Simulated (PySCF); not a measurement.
Input of a run (PBE0-D3(BJ)/def2-SVP geometry optimisation, gas phase, def2 core potentials past Kr (PySCF 2.14.0)), started from a GFN2-xTB structure with every atom displaced at random (by about 0.01 Å):
```
{"job": {"xc": "PBE0", "basis": "def2-SVP", "d3": "d3bj", "grid": 1, "maxiter": 30, "shake": 0.01, "kind": "geom"}, "charge": 0, "multiplicity": 1}
B      2.505420     0.416690    -0.613650
Pb     0.702080    -0.652470     0.327700
C     -1.321220    -0.110670    -0.564940
C     -2.220900     0.490230     0.120240
H      2.851270     1.443520    -0.181440
H      2.982940     0.018970    -1.578280
H      0.524510    -0.361250     2.046360
H      0.827040    -2.386380     0.177520
H     -1.451700    -0.374340    -1.571300
H     -3.217590     0.725750    -0.304850
H     -2.143740     0.764110     1.166890
```

Output (energies in Eh, forces in Eh/bohr):
```
step   0  E = -297.77758269  max force = 0.065292
step   1  E = -297.78667237  max force = 0.004685
step   2  E = -297.78677094  max force = 0.001342
step   3  E = -297.78680364  max force = 0.001151
step   4  E = -297.78681629  max force = 0.000233
optimisation converged
```

Task: Summarise the run.

Result: The energy falls by 0.251 eV over 5 energy and gradient evaluations, the largest force component goes from 0.0653 to 2.3e-04 Eh/bohr, and the atoms move by 0.087 Å rms after alignment. The bond that changes most is B1–H6 (three-coordinate boron to B–H hydrogen), which lengthens by 0.059 Å. Bonds longer at the end by more than 0.005 Å: 7 of 10; shorter: 3. Among the angles that change most is B1–Pb2–C3, from 115.2° to 109.3°. The energy never rose by more than 1e-6 Eh on the way. The first step brought 98 % of the lowering.

Task: What are the final bond lengths?

Result: B1–Pb2 2.293 Å, Pb2–C3 2.228 Å, C3=C4 1.333 Å, B1–H5 1.206 Å, B1–H6 1.206 Å, Pb2–H7 1.769 Å, Pb2–H8 1.770 Å, C3–H9 1.096 Å, C4–H10 1.098 Å, C4–H11 1.096 Å. Numbering counts from 1 in the input's order; the species is `[BH2][PbH2][CH]=C`.

The run used 103 basis functions and 36 SCF cycles in all. Time: 33 s wall; peak memory 0.43 GiB. Hardware: an Intel Xeon Platinum 8259CL at 2.50 GHz with one thread, shared host with 96 logical CPUs at a one-minute load of 35.

PBE0-D3(BJ)/def2-SVP frequencies: not computed here. The numbers are those of one conformer.

Shape of the structure used: `[BH2:1][PbH2:2][CH:3]=[CH2:4]`: B1–Pb2–C3–C4 -114°.
